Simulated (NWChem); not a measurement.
Species: boric acid (H$_{3}$BO$_{3}$); SMILES OB(O)O

```xyz
7

O     -1.0724     0.8724     0.0000
B     -0.0342    -0.0038     0.0000
O      1.2444     0.5000     0.0000
O     -0.3495    -1.3323     0.0000
H     -0.7566     1.7804     0.0000
H      1.9455    -0.1551     0.0000
H      0.4027    -1.9267     0.0000
```
Atoms are numbered in this order, from 1.

Geometry: optimised at PBE0/def2-SVP.

Symmetry labels are those of Cs in the frame above (b1 and b2, or b-type labels, depend on it).

Task: List the 4 lowest vertical singlet excitations from B3LYP/6-31+G* (spherical d), full TDDFT (NWChem).

Result: 
```json
[
 {"state": "S1", "energy (eV)": "7.08", "oscillator strength": "0.002", "symmetry": "a\"", "leading excitation (squared amplitude)": "HOMO → LUMO (0.96)"},
 {"state": "S2", "energy (eV)": "7.22", "oscillator strength": "0.000", "symmetry": "a\"", "leading excitation (squared amplitude)": "HOMO−1 → LUMO (0.96)"},
 {"state": "S3", "energy (eV)": "7.81", "oscillator strength": "0.029", "symmetry": "a'", "leading excitation (squared amplitude)": "HOMO−2 → LUMO (0.99)"},
 {"state": "S4", "energy (eV)": "8.16", "oscillator strength": "0.025", "symmetry": "a\"", "leading excitation (squared amplitude)": "HOMO → LUMO+1 (0.96)"}
]
```
